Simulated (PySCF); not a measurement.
C3H14N2Si2, singlet, geometry from GFN2-xTB, atoms displaced at random by about 0.08 Å a coordinate; PySCF with R2SCAN/STO-3G, gradient.

The PySCF input:
```python
from pyscf import gto, scf, dft

mol = gto.Mole()
mol.atom = '''
    Si    2.082017    1.062312    0.653944
    C     3.243481   -0.056911   -0.463355
    N     0.504052    0.307978    0.693935
    Si   -0.108049   -0.654739   -0.453925
    N    -2.022722   -0.592594    0.083790
    C    -2.987506   -1.366575   -0.572388
    C    -2.515428    0.718711    0.354498
    H     2.497812    1.020267    2.119599
    H     2.072597    2.292175    0.194397
    H     2.965557   -0.100653   -1.334187
    H     4.370965    0.254381   -0.458297
    H     3.439364   -1.037239   -0.041965
    H     0.029871    0.475940    1.611082
    H     0.123002   -1.817149   -0.511971
    H     0.168847    0.098258   -1.863770
    H    -3.274473   -1.117246   -1.596413
    H    -3.616924   -1.548720   -0.035662
    H    -2.460022   -2.378539   -0.907158
    H    -3.043328    1.228018   -0.601037
    H    -3.307070    0.473654    1.175139
    H    -2.034726    1.391836    0.674745
'''
mol.basis = 'sto-3g'
mol.charge = 0
mol.spin = 0
mol.verbose = 4
mol.build()

mf = dft.RKS(mol)
mf.xc = 'r2scan'
mf.grids.level = 0
mf.kernel()
g = mf.nuc_grad_method()
g.grid_response = True
grad = g.kernel()
```

Question: What does PySCF print? Leave out banner, timings and long lists.

Answer: 
```
PySCF version 2.14.0

[INPUT] verbose = 4
[INPUT] num. atoms = 21
[INPUT] num. electrons = 74
[INPUT] charge = 0
[INPUT] spin (= nelec alpha-beta = 2S) = 0
[INPUT] symmetry False subgroup None
[INPUT] Mole.unit = angstrom
[INPUT] Symbol           X                Y                Z      unit          X                Y                Z       unit  Magmom
[...]
nuclear repulsion = 471.168265503367
number of shells = 39
number of NR pGTOs = 171
number of NR cGTOs = 57
basis = sto-3g
ecp = {}

******** <class 'pyscf.dft.rks.RKS'> ********
method = RKS
initial guess = minao
damping factor = 0
level_shift factor = 0
DIIS = <class 'pyscf.scf.diis.CDIIS'>
diis_start_cycle = 1
diis_space = 8
diis_damp = 0
SCF conv_tol = 1e-09
SCF conv_tol_grad = None
SCF max_cycles = 50
direct_scf = True
direct_scf_tol = 1e-13
XC library pyscf.dft.libxc version 7.1.2
    S. Lehtola, C. Steigemann, M. J. T. Oliveira, and M. A. L. Marques,  SoftwareX 7, 1–5 (2018)
XC functionals = r2scan
    J. W. Furness, A. D. Kaplan, J. Ning, J. P. Perdew, and J. Sun,  J. Phys. Chem. Lett. 11, 8208–8215 (2020)
    J. W. Furness, A. D. Kaplan, J. Ning, J. P. Perdew, and J. Sun,  J. Phys. Chem. Lett. 11, 9248–9248 (2020)
    J. W. Furness, A. D. Kaplan, J. Ning, J. P. Perdew, and J. Sun,  J. Phys. Chem. Lett. 11, 8208–8215 (2020)
    J. W. Furness, A. D. Kaplan, J. Ning, J. P. Perdew, and J. Sun,  J. Phys. Chem. Lett. 11, 9248–9248 (2020)
radial grids:
    Treutler-Ahlrichs [JCP 102, 346 (1995); DOI:10.1063/1.469408] (M4) radial grids

becke partition: Becke, JCP 88, 2547 (1988); DOI:10.1063/1.454033
pruning grids: <function nwchem_prune>
grids dens level: 0
symmetrized grids: False
atomic radii adjust function: <function treutler_atomic_radii_adjust>
small_rho_cutoff = 0
Set gradient conv threshold to 3.16228e-05
Initial guess from minao.
tot grids = 17312
init E= -801.832624239111
[...]
cycle= 1 E= -801.211379788189  delta_E= 0.621  |g|= 0.686  |ddm|= 5.47
[...]
cycle= 2 E= -801.071294848263  delta_E= 0.14  |g|= 0.977  |ddm|=  2.4
[...]
cycle= 3 E= -801.364212573745  delta_E= -0.293  |g|= 0.0769  |ddm|=  1.5
[...]
cycle= 4 E= -801.366083104218  delta_E= -0.00187  |g|= 0.0315  |ddm|= 0.172
[...]
cycle= 5 E= -801.366388339748  delta_E= -0.000305  |g|= 0.00722  |ddm|= 0.0526
[...]
cycle= 6 E= -801.366406342968  delta_E= -1.8e-05  |g|= 0.00209  |ddm|= 0.0151
[...]
cycle= 7 E= -801.366407878516  delta_E= -1.54e-06  |g|= 0.000295  |ddm|= 0.00361
[...]
cycle= 8 E= -801.366407913276  delta_E= -3.48e-08  |g|= 4e-05  |ddm|= 0.000605
[...]
cycle= 9 E= -801.366407913923  delta_E= -6.48e-10  |g|= 9.13e-06  |ddm|= 8.73e-05
[...]
Extra cycle  E= -801.366407913926  delta_E= -2.73e-12  |g|= 8.28e-06  |ddm|= 2.77e-05
converged SCF energy = -801.366407913926

******** <class 'pyscf.grad.rks.Gradients'> for <class 'pyscf.dft.rks.RKS'> ********
unit = Eh/Bohr
grid_response = True
--------------- RKS gradients ---------------
         x                y                z
0 Si    -0.0312838540     0.1130694657    -0.0498793778
1 C    -0.1203183653    -0.0448557904    -0.2460846073
2 N    -0.0408011694    -0.0493221734    -0.0603976632
3 Si     0.1572786223    -0.2212150749     0.0679603918
4 N    -0.1578746395    -0.0092866119    -0.0008043513
5 C    -0.3232379110     0.0252150017     0.3049300652
6 C     0.2620501710     0.1808322788     0.1149626520
7 H     0.0014487044    -0.0068656081     0.0328168686
8 H    -0.0003457200    -0.0845633237     0.0310734649
9 H     0.0719244087     0.0149010036     0.2242189671
10 H     0.0491006913    -0.0105221041     0.0046851347
11 H     0.0231749211     0.0167883017    -0.0032524827
12 H     0.0004551073     0.0110510434     0.0139526898
13 H    -0.0499032826     0.2227963591     0.0122678443
14 H     0.0059859665     0.0329099602    -0.0456592632
15 H     0.0219920468    -0.0280458590     0.0087999901
16 H     0.3236733687     0.0881369643    -0.2489713726
17 H     0.0231998014    -0.0336604208    -0.0330130092
18 H    -0.0123909769     0.0238191098    -0.0443075227
19 H    -0.0098013381    -0.0282230531     0.0313692985
20 H    -0.1943265526    -0.2129594688    -0.1146677171
----------------------------------------------
```
